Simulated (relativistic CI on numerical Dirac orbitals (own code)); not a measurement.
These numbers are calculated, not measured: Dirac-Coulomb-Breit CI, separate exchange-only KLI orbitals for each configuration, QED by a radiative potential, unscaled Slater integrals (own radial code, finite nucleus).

Configurations in the expansion (outside the closed core [Ar] 3d10): 4s2.4p6.4d9, 4s2.4p6.4d8.4f, 4s2.4p5.4d10, 4s.4p6.4d10, 4s2.4p5.4d9.4f, 4s.4p6.4d9.4f, 4s2.4p6.4d8.5s, 4s2.4p6.4d7.4f.5s, 4s2.4p6.4d8.5p, 4s2.4p6.4d8.5d, 4s2.4p5.4d9.5s, 4s2.4p6.4d8.5f, 4s2.4p6.4d7.5s.5p, 4s2.4p5.4d9.5p, 4p6.4d10.4f, 4s2.4p6.4d8.5g, 4s2.4p6.4d8.6s, 4s2.4p5.4d9.5d, 4s.4p6.4d9.5s, 4s2.4p6.4d8.6p, 4s2.4p6.4d8.6d, 4p6.4d9.4f2, 4p6.4d8.4f3, 4p5.4d10.4f2, 4p5.4d9.4f3, 4p6.4d8.4f2.5s, 4s2.4p6.4d7.5s2, 4s2.4p6.4d6.4f.5s2, 4s2.4p5.4d7.4f.5s2, 4s.4p6.4d7.4f.5s2. Double excitations out of closed p, d and f shells are left out; levels of such configurations are missing from the list, as are those of other unlisted configurations, and high levels can miss mixing partners. These lack a partner that the ground configuration has and come out too high: 4s2.4p6.4d8.5p, 4s2.4p6.4d8.5d, 4s2.4p5.4d9.5s, 4s2.4p6.4d8.5f, 4s2.4p5.4d9.5p.

At this charge energies of transitions that change n are usually good to better than 1 %, and those within a shell (Δn = 0) to a few per cent.

Outline of the computed level scheme of Au XXXV. Lowest level of each configuration: 4s2.4p6.4d9 2D_5/2 at 0.000 eV; 4s2.4p5.4d10 2P°_3/2 at 208.615 eV; 4s2.4p6.4d8.4f 4F°_5/2 at 215.632 eV.

Some strong electric-dipole decays among the lowest 45 levels: 4s2.4p6.4d8.4f 4G°_7/2 → 4s2.4p6.4d9 2D_5/2 (8.5e+10 s⁻¹); 4s2.4p6.4d8.4f 2P°_3/2 → 4s2.4p6.4d9 2D_5/2 (7.4e+10 s⁻¹); 4s2.4p6.4d8.4f 2F°_5/2 → 4s2.4p6.4d9 2D_5/2 (5.1e+10 s⁻¹); 4s2.4p6.4d8.4f 4G°_5/2 → 4s2.4p6.4d9 2D_5/2 (4.3e+10 s⁻¹); 4s2.4p5.4d10 2P°_3/2 → 4s2.4p6.4d9 2D_5/2 (4.2e+10 s⁻¹); 4s2.4p6.4d8.4f 2S°_1/2 → 4s2.4p6.4d9 2D_3/2 (1.3e+10 s⁻¹); 4s2.4p6.4d8.4f 4D°_3/2 → 4s2.4p6.4d9 2D_5/2 (1.2e+10 s⁻¹); 4s2.4p6.4d8.4f 4F°_5/2 → 4s2.4p6.4d9 2D_5/2 (8.2e+09 s⁻¹).

LS names give the leading component of a level, which can be under half, so a name can repeat, a term be missing and a line seem to break the LS rules.
